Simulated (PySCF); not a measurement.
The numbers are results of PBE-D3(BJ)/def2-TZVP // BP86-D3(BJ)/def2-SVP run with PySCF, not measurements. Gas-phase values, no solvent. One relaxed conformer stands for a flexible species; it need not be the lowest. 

Reference species: [Ti(OH)4] (neutral, multiplicity 1).

- LUMO: -2.24 eV
- HOMO: -7.32 eV

Changed species: [W(=O)(OH)4] (M = W, oxo; the reference has M = Ti).

What does the change do to the LUMO and HOMO?

the LUMO falls by 1.58 eV, to -3.82 eV; the HOMO decreases by 0.28 eV, to -7.60 eV.
